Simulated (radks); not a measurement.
The numbers below are computed, except where a source is named.
Problem. Tl8+, 73 electrons, occupied as [Xe] 4f14 5d5. Code: a radial shooting solver on a logarithmic mesh with Libxc functionals. Model: non-relativistic Kohn-Sham, LDA (Slater exchange, Perdew-Wang correlation), spin-unpolarised, spherical densities, point nucleus; relativity is left out, which matters for an element this heavy. Some entries of the table are withheld. Estimate them.

orbital  occ.  eigenvalue (hartree)  r(max) (bohr)  <1/r> (bohr^-1)
1s          2             -2832.232        0.01241            80.41
2s          2             -479.6188        0.06740            18.95
2p          6             -461.9244        0.05223            18.99
3s          2             -117.1441         0.1839            7.359
3p          6             -108.7235         0.1728            7.319
3d         10             -92.96121         0.1354              (1)
4s          2             -29.05436         0.4085            3.236
4p          6             -25.37932         0.4071            3.152
4d         10                   (2)         0.3983            2.977
4f         14              -9.40906         0.3519            2.660
5s          2              -8.17520         0.8836            1.412
5p          6              -6.90831         0.9258              (3)
5d          5              -4.78480          1.043            1.117

Solution. 
(1) 3d <1/r> (bohr^-1): 7.256
(2) 4d eigenvalue (hartree): -18.59000
(3) 5p <1/r> (bohr^-1): 1.320
